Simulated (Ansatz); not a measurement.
Basis-set series for `[F][In]1[CH2][SiH2][NH]1`. Total charge 0; spin multiplicity 1. In takes the def2 core potential. Geometry: relaxed with PBE0-D4/def2-TZVP.

```csv
functional,basis,functions,energy (Eh),HOMO (eV),LUMO (eV)
PBE0-D4,def2-SVP,111,-674.80104,-7.07,-1.59
PBE0-D4,def2-TZVPP,255,-675.15723,-7.22,-1.75
ωB97M-V,def2-SVP,111,-674.97854,-9.32,0.30
ωB97M-V,def2-TZVPP,255,-675.34269,-9.50,0.01
```

Question: Give the rows for def2-QZVPP. (Estimate.)

Answer: Computed: 
| functional | basis | functions | energy (Eh) | HOMO (eV) | LUMO (eV) |
| --- | --- | --- | --- | --- | --- |
| PBE0-D4 | def2-QZVPP | 473 | -675.18073 | -7.25 | -1.80 |
| ωB97M-V | def2-QZVPP | 473 | -675.36458 | -9.54 | -0.15 |

Positive LUMOs are unbound and depend on the basis.
